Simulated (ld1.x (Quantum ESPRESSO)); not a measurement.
## O: variants of one RRKJ potential

Base potential:

```
Element                 : oxygen (O)
Generator               : ld1.x (Quantum ESPRESSO) 7.5
Type                    : norm-conserving RRKJ (Kleinman–Bylander form)
Functional              : LDA (PZ)
Relativity              : scalar-relativistic
Frozen core             : [He]
Valence charge          : 6
Reference configuration : 2s2 2p2 (charge +2)
Partial waves           : 2p (bound): rc 1.85 bohr; 2s (bound): rc 0.85 bohr
Local potential         : the s channel
Core correction         : none
```

Cutoffs, loose and tight: the cutoffs (Ry, on a coarse ladder) from which the occupation-weighted sum of valence levels, in a spherical-Bessel basis at the reference potential, stays within 10 and 1 mRy of its value at 400 Ry. They do not see the model core or the augmentation charge, which bear on the density cutoff. Test errors are all-electron minus pseudo excitation energies from the reference, over the configurations 2s2 2p4; 2s2 2p3; 2s2 2p1; 2s2 2p0; 2s2 2p4.3; 2s1 2p4; 2s2 2p3.5 (two spin-polarised tests are not counted in the largest error). A dash means not determined; rows that change the core or the reference have their own tests.

```tsv
change	outcome	cutoff, loose	cutoff, tight	bound ghosts	largest test error (meV)
base	generated	90 Ry	180 Ry	none	+3162
wave 2s (bound): rc 0.85 bohr becomes 2s (bound): rc 0.66 bohr	generated	140 Ry	230 Ry	none	+3158
reference 2s2 2p4	generated	70 Ry	180 Ry	none	+6489
core correction a·sin(br)/r model core inside 1.04 bohr	generated	90 Ry	180 Ry	none	+3161
all radii scaled by about 0.83 (s 0.70, p 1.54 bohr)	generated	90 Ry	200 Ry	none	+1632
local potential the p channel	generated	110 Ry	140 Ry	none	+2201
functional PBE	generated	90 Ry	180 Ry	none	+3148
type TM	generated	90 Ry	180 Ry	none	+2309
```

Question: What comes out with this change to the base: local potential all-electron potential smoothed inside 1.75 bohr (lloc = -2)?

Answer: outcome: generated; cutoff, loose: 110 Ry; cutoff, tight: 140 Ry; bound ghosts: none; largest test error (meV): +3116.

Question: What comes out with this change to the base: wave 2p (bound): rc 1.85 bohr becomes 2p (bound): rc 1.78 bohr?

Answer: outcome: generated; cutoff, loose: 90 Ry; cutoff, tight: 180 Ry; bound ghosts: none; largest test error (meV): +2694.
